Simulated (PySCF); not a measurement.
A thermochemical cycle for Tl2

CCSD(T) in PySCF with def2-SVP on every atom (core potentials on Tl), for the lowest determinant that a PBE0 search found; no spin–orbit coupling. Tl2, a triplet (σ ↑, π ↑), has De = 0.97 eV to neutral atoms, and Tl₂⁺, a doublet (σ ↑), has De = 1.17 eV to Tl⁺ + Tl.

The adiabatic ionisation energy of Tl2, between the minima, is 5.04 eV.

Task: Which ionisation energy of the Tl atom does this level give?

Result: IE(Tl) = IE(molecule) + De(ion) − De(neutral) = 5.04 + 1.17 − 0.97 = 5.24 eV; the measured value is 6.108 eV (NIST ASD).

Correlated steps freeze 8 core orbitals. Correlated levels converge slowly with the basis: in double zeta they bind strong bonds too weakly, by up to about 1 eV, and carry superposition errors of some tenths. These are scalar-relativistic numbers at best; spin–orbit coupling would shift them, the dissociation energy most. States were picked by a PBE0 search and need not be the measured ground states.
